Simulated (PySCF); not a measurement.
This PySCF input asks for the NMR shieldings of `InChI=1S/C6H8F2/c7-2-3-1-4-5(3)6(4)8/h3-6H,1-2H2/t3-,4+,5-,6+/m0/s1`; the geometry comes from GFN2-xTB.

```python
import basis_set_exchange as bse
import numpy as np
from pyscf import gto, dft
from pyscf.prop import nmr

atoms = """
F     2.171644    0.516819   -1.045474
C     1.975401    0.196687    0.276060
C     0.516465   -0.117590    0.553349
C    -0.111004   -1.155979   -0.405485
C    -1.090416   -0.096895   -0.897302
C    -1.860138    0.445732    0.258858
F    -2.144840   -0.346113    1.334367
C    -0.468096    0.929882    0.031841
H     2.611381   -0.669409    0.488283
H     2.312719    1.059959    0.860028
H     0.410692   -0.341365    1.617580
H     0.582402   -1.474741   -1.179546
H    -0.566283   -2.025572    0.065635
H    -1.432730   -0.000874   -1.913972
H    -2.686633    1.120532    0.071968
H    -0.228163    1.967872   -0.127599
"""
names = dict.fromkeys(["F", "C", "H"], "pcSseg-1")
basis = {el: gto.basis.parse(bse.get_basis(n, elements=[el], fmt="nwchem")) for el, n in names.items()}
mol = gto.M(atom=atoms, basis=basis, charge=0, verbose=0)
mf = dft.RKS(mol, xc="PBE0")
mf.grids.level = 2
mf.grids.alignment = dft.numint.BLKSIZE   # the property module wants whole blocks of grid points
mf.conv_tol = 1e-9
mf.kernel()

calc = nmr.RKS(mf)   # GIAO
C = mf.mo_coeff
Co = C[:, mf.mo_occ > 0]
resp = mf.gen_response(singlet=True, hermi=2)
def vind(x):   # induced exchange potential for any number of trial vectors
    d = np.einsum("pi,xij,qj->xpq", C, 2 * x.reshape(-1, C.shape[1], Co.shape[1]), Co, optimize=True)
    return np.einsum("xpq,pi,qj->xij", resp(d - d.transpose(0, 2, 1)), C, Co, optimize=True).ravel()
mo1, _ = nmr.rhf.solve_mo1(calc, with_cphf=vind)
sigma = calc.kernel(mo1)
for i, s in enumerate(sigma):   # ppm
    w = np.linalg.eigvalsh((s + s.T) / 2)
    print("%2d %-2s iso %8.1f  s11 %8.1f  s22 %8.1f  s33 %8.1f" % (i, mol.atom_pure_symbol(i), w.mean(), *w))
```

Q: What are the results?

A: 
```
 0 F  iso    434.9  s11    407.9  s22    439.5  s33    457.1
 1 C  iso     99.5  s11     66.0  s22     87.5  s33    145.0
 2 C  iso    152.1  s11    143.9  s22    149.8  s33    162.5
 3 C  iso    165.8  s11    153.4  s22    165.6  s33    178.3
 4 C  iso    166.3  s11    141.1  s22    152.1  s33    205.8
 5 C  iso    108.7  s11     51.2  s22     83.1  s33    191.8
 6 F  iso    433.9  s11    412.4  s22    416.1  s33    473.2
 7 C  iso    161.3  s11    138.2  s22    144.6  s33    201.0
 8 H  iso     26.8  s11     21.9  s22     26.6  s33     31.9
 9 H  iso     26.8  s11     21.9  s22     26.8  s33     31.7
10 H  iso     29.6  s11     24.5  s22     29.4  s33     35.0
11 H  iso     29.3  s11     25.5  s22     28.1  s33     34.3
12 H  iso     29.7  s11     24.9  s22     27.4  s33     36.9
13 H  iso     30.2  s11     24.1  s22     26.9  s33     39.5
14 H  iso     26.8  s11     21.5  s22     26.6  s33     32.3
15 H  iso     30.0  s11     24.0  s22     27.4  s33     38.7
```

These numbers come from an equivalent density-fitted implementation of the same equations, which agrees with the script to about 0.01 ppm for H and up to a few tenths of a ppm for heavy atoms, so last digits may differ.

Size and cost of the density-fitted run: 176 basis functions, 28 s wall time on 1 thread of an Arm Neoverse V1, shared host; peak memory 0.79 GiB.
